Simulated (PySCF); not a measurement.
# TiSi: frontier orbitals

ωB97X-V at R = 2.428 Å; basis Ti def2-TZVPP, Si def2-TZVPP; no relativity; PySCF 2.14. State: ⁵Δ (quintet), unpaired electrons σ ↑, π ↑↑, δ ↑. Only the outer orbitals are listed, counted within each symmetry.

| spin | orbital | occ. | ε (eV) | on Ti (%) | main shells (%) |
| --- | --- | --- | --- | --- | --- |
| α | 9σ | 1 | -14.79 | 17 | 83 Si s |
| α | 1δ | 1 | -8.63 | 100 | 100 Ti d |
| α | 10σ | 1 | -8.34 | 80 | 76 Ti d, 14 Si p |
| α | 4π | 1 | -7.24 | 36 | 62 Si p, 27 Ti d, 9 Ti p |
| α | 4π | 1 | -7.24 | 36 | 62 Si p, 27 Ti d, 9 Ti p |
| α | 11σ | 1 | -7.00 | 57 | 52 Ti s, 39 Si p |
| α | 12σ | 0 | -0.41 | 77 | 32 Ti p, 32 Ti s, 24 Si p |
| α | 5π | 0 | 0.32 | 87 | 58 Ti d, 30 Ti p, 12 Si p |
| α | 5π | 0 | 0.32 | 87 | 58 Ti d, 30 Ti p, 12 Si p |
| β | 3π | 1 | -41.72 | 100 | 100 Ti p |
| β | 3π | 1 | -41.72 | 100 | 100 Ti p |
| β | 8σ | 1 | -41.72 | 100 | 100 Ti p |
| β | 9σ | 1 | -13.03 | 13 | 87 Si s |
| β | 10σ | 1 | -6.61 | 37 | 58 Si p, 29 Ti s |
| β | 11σ | 0 | -0.65 | 81 | 55 Ti s, 21 Ti p, 20 Si p |
| β | 4π | 0 | -0.26 | 37 | 62 Si p, 22 Ti p, 15 Ti d |
| β | 4π | 0 | -0.26 | 37 | 62 Si p, 22 Ti p, 15 Ti d |

Which are the highest filled and the lowest empty level, where do they sit, and how wide is the gap?

Highest filled β 10σ at -6.61 eV (in %: 58 Si p, 29 Ti s); lowest empty β 11σ at -0.65 eV (in %: 55 Ti s, 21 Ti p, 20 Si p); the gap at ωB97X-V is 5.96 eV.

| Item | Value |
| --- | --- |
| bond order (Mayer) | 2.13 |
| ⟨S²⟩ | 6.006 |
| charge on Ti (Mulliken, basis-dependent) | 0.23 |
| charge on Ti (Löwdin, basis-dependent) | -0.11 |
| dipole moment (positive dipole means Ti(−)Si(+)) | -4.83 D |

With d or f electrons several states lie close, and the lowest PBE0 determinant need not be the measured ground state.
